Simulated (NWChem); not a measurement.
# SiH₃F; SMILES F[SiH3]

Computed with NWChem. Structure relaxed at the PBE0/def2-SVP level. B3LYP is NWChem's, with the RPA form of VWN correlation. Field at 589 nm.

Q: Estimate the computed values for B3LYP/aug-cc-pVDZ. Quantities: isotropic polarisability (bohr³); anisotropy (bohr³).

A: 
* **isotropic polarisability (bohr³)**: 30.1
* **anisotropy (bohr³)**: 2.5
